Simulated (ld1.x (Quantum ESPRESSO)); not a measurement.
**helium: from the effect back to the setting (RRKJ)**

Base potential:

ld1.x (Quantum ESPRESSO) 7.5 input, shortened:

```
&input
   title='He', zed=2., rel=1, dft='PZ', iswitch=3,
   config='[He] 2p-2'
 /
 &inputp
   pseudotype=2, tm=.false., lloc=-2, rcloc=0.40,
   nlcc=.false.
 /
2
1S  1  0   2.00   0.00  0.55  0.55  0.0
2P  2  1  -2.00   0.25  0.55  0.55  0.0
 &test
   configts(1)='1s2'
 /
```

Cutoffs, loose and tight: the cutoffs (Ry, on a coarse ladder) from which the occupation-weighted sum of valence levels, in a spherical-Bessel basis at the reference potential, stays within 10 and 1 mRy of its value at 400 Ry. They do not see the model core or the augmentation charge, which bear on the density cutoff. Test errors are all-electron minus pseudo excitation energies from the reference, over the configurations 1s1; 1s1.5 (two spin-polarised tests are not counted in the largest error); variants that change the core or the reference have their own tests.

Only the s radius is moved:

```
s radius (bohr)  cutoff, loose  cutoff, tight  bound ghosts  largest test error (meV)
           0.38         230 Ry    over 300 Ry          none                      -0.5
           0.44         200 Ry         300 Ry          none                      +0.4
            0.5         180 Ry         260 Ry          none                      +1.7
           0.58         140 Ry         200 Ry          none                      +4.4
           0.66         120 Ry         180 Ry          none                      +8.4
           0.82          90 Ry         120 Ry          none                       +23
```

**Question.** One more run gave cutoff, loose: 100 Ry; cutoff, tight: 140 Ry; bound ghosts: none; largest test error (meV): +15. Which value of the s radius was used?

**Answer.** 0.74 bohr. The loose cutoff moves one way along this sweep, from 230 Ry at 0.38 to 90 Ry at 0.82 bohr, which places the run between 0.66 and 0.82 bohr.
